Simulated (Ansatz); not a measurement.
Basis-set series for BBrClH₃Si (`B[SiH](Cl)Br`). Charge 0, multiplicity 1. The geometry is a stationary point of PBE0-D4/def2-TZVP.

```
atom   x (Å)   y (Å)   z (Å)
  B1   0.825   0.798   0.149
 Si2  -0.818  -0.220  -0.095
 Cl3  -1.855  -1.026   1.465
 Br4   0.946  -1.553  -0.696
  H5   1.248   1.432  -0.767
  H6   1.389   0.732   1.196
  H7  -1.735  -0.162  -1.252
```

```json
{"functional": "PBE0-D4", "basis": "def2-SVP", "functions": "97", "energy (Eh)": "-3349.38663", "HOMO (eV)": "-8.12", "LUMO (eV)": "-1.49"}
{"functional": "PBE0-D4", "basis": "def2-TZVPP", "functions": "205", "energy (Eh)": "-3349.99146", "HOMO (eV)": "-8.15", "LUMO (eV)": "-1.63"}
{"functional": "ωB97M-V", "basis": "def2-SVP", "functions": "97", "energy (Eh)": "-3349.78346", "HOMO (eV)": "-10.17", "LUMO (eV)": "0.53"}
{"functional": "ωB97M-V", "basis": "def2-TZVPP", "functions": "205", "energy (Eh)": "-3350.38787", "HOMO (eV)": "-10.23", "LUMO (eV)": "0.23"}
```

Problem. Give the rows for def2-QZVPP. (An estimate is asked.)

Solution. Ansatz gave: 
```csv
functional,basis,functions,energy (Eh),HOMO (eV),LUMO (eV)
PBE0-D4,def2-QZVPP,376,-3350.06888,-8.16,-1.67
ωB97M-V,def2-QZVPP,376,-3350.46193,-10.24,0.12
```

Positive LUMOs are unbound and depend on the basis. Scalar relativity is left out up to krypton.
